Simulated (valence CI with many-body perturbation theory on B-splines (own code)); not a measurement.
Values are calculated unless marked as measured or tabulated.
## Hyperfine factors and g values of Ta68+

Level of theory: relativistic CI+MBPT: three valence electrons over a frozen Dirac-Fock core [He], radial functions for each j: 11 s, 11 p, 9 d, 7 f, 5 g, 2 h, 1 i, with the one-electron correlation potential Σ1, the two-electron term Σ2, the three-electron term Σ3, Breit, model QED; selected CI, second order for the rest (own B-spline code, finite nucleus).

No measured spectrum was set against this ion. As an estimate, large intervals hold to a few tenths of a per cent, small ones and those within an open d or f shell to about a per cent.

A/g_I is the dipole constant over the nuclear g factor μ/I (μ in nuclear magnetons, uniformly magnetised nucleus), B/Q the quadrupole constant per barn. Both hold the static response of the core; the bare values leave it out. Large factors of s and p1/2 electrons are usually good to 5 to 10 %; those of open d and f shells near neutrality can be off by tens of per cent, and small factors of p3/2, d and f electrons come from cancelling terms and can be off by a factor of two or in sign, in half-filled shells by more. B is blank for J = 1/2, where it vanishes, and for nearly pure S terms. Energies count from the lowest level.

Levels are named by their leading jj configuration (3d3/2^4 stands for four electrons in 3d with j = 3/2), which in mixed levels can hold well under half, so a name can repeat and another be missing. Letters in brackets count levels of one name in rising energy.

```
                     Level  E (eV)      g  A/g_I (MHz)  A/g_I bare  B/Q (MHz/b)  B/Q bare
        (2s^2 2p1/2) J=1/2       0  0.617      7210000     7180000                       
        (2s 2p1/2^2) J=1/2     265  2.031     2.18e+07    2.16e+07                       
        (2s^2 2p3/2) J=3/2    1375  1.298       819000      837000      1620000   1620000
(2s 2p1/2 2p3/2) J=3/2 [a]    1561  1.619      5220000     5190000      1270000   1270000
    (2s 2p1/2 2p3/2) J=5/2    1602  1.307      6300000     6260000      1400000   1400000
    (2s 2p1/2 2p3/2) J=1/2    1673  1.268     -8240000    -8110000                       
(2s 2p1/2 2p3/2) J=3/2 [b]    1675  0.973        35600       74800       821000    822000
     (2p1/2^2 2p3/2) J=3/2    1950  1.313       764000      800000      1560000   1570000
        (2s 2p3/2^2) J=5/2    2954  1.416      5060000     5030000       212000    212000
        (2s 2p3/2^2) J=1/2    3061  1.917     2.20e+07    2.18e+07                       
        (2s 2p3/2^2) J=3/2    3062  1.168     -3430000    -3350000      -163000   -163000
     (2p1/2 2p3/2^2) J=3/2    3276  1.433      -509000     -457000        83100     83200
     (2p1/2 2p3/2^2) J=5/2    3299  1.162      2070000     2090000        -4680     -4690
     (2p1/2 2p3/2^2) J=1/2    3356  0.617      7230000     7180000                       
           (2p3/2^3) J=3/2    4694  1.286       793000      827000     -1650000  -1650000
           (2s^2 3s) J=1/2   10296  1.982      6500000     6440000                       
        (2s^2 3p1/2) J=1/2   10384  0.659      2180000     2170000                       
   (2s 2p1/2 3s) J=1/2 [a]   10474  2.350     1.25e+07    1.23e+07                       
       (2s 2p1/2 3s) J=3/2   10501  1.530     1.19e+07    1.18e+07      -123000   -123000
   (2s 2p1/2 3s) J=1/2 [b]   10532  0.697     1.13e+07    1.12e+07                       
(2s 2p1/2 3p1/2) J=1/2 [a]   10548  0.262     -1270000    -1230000                       
    (2s 2p1/2 3p1/2) J=3/2   10576  1.086     1.05e+07    1.04e+07      -121000   -122000
(2s 2p1/2 3p1/2) J=1/2 [b]   10621  1.911     2.22e+07    2.20e+07                       
        (2s^2 3p3/2) J=3/2   10790  1.320       275000      281000       493000    494000
        (2p1/2^2 3s) J=1/2   10791  1.974      6050000     5990000                       
        (2s^2 3d3/2) J=3/2   10848  0.786       163000      163000        93400     94100
     (2p1/2^2 3p1/2) J=1/2   10861  0.643      2100000     2090000                       
        (2s^2 3d5/2) J=5/2   10956  1.192       376000      373000       138000    139000
(2s 2p1/2 3p3/2) J=3/2 [a]   10966  1.387      1010000     1010000       487000    488000
    (2s 2p1/2 3p3/2) J=5/2   10999  1.307      5680000     5630000       346000    347000
(2s 2p1/2 3p3/2) J=3/2 [b]   11001  1.242      3310000     3290000       197000    197000
    (2s 2p1/2 3p3/2) J=1/2   11006  1.336     -9070000    -8970000                       
(2s 2p1/2 3d3/2) J=3/2 [a]   11012  0.570     -1860000    -1830000        98200     98800
    (2s 2p1/2 3d3/2) J=5/2   11043  1.002      5870000     5820000       -17900    -17400
(2s 2p1/2 3d3/2) J=3/2 [b]   11061  1.156      5890000     5830000       105000    105000
    (2s 2p1/2 3d3/2) J=1/2   11065  0.436     -9420000    -9330000                       
(2s 2p1/2 3d5/2) J=5/2 [a]   11132  1.301      1400000     1380000       107000    108000
    (2s 2p1/2 3d5/2) J=7/2   11161  1.221      4230000     4190000       -23700    -23000
(2s 2p1/2 3d5/2) J=5/2 [b]   11173  1.074       469000      469000       191000    192000
    (2s 2p1/2 3d5/2) J=3/2   11173  1.116     -5530000    -5480000        52100     52600
```

Problem. Take the isotope of mass number 181, with I = 7/2, μ = 2.365 μN and Q = 3.17 b. What is the hyperfine structure of (2p1/2^2 2p3/2) J=3/2?

Solution. From the table A = 516000 MHz, B = 4960000 MHz. Shifts from the centre of gravity in MHz: F = 2: -826000, F = 3: -2820000, F = 4: -2170000, F = 5: 3950000.
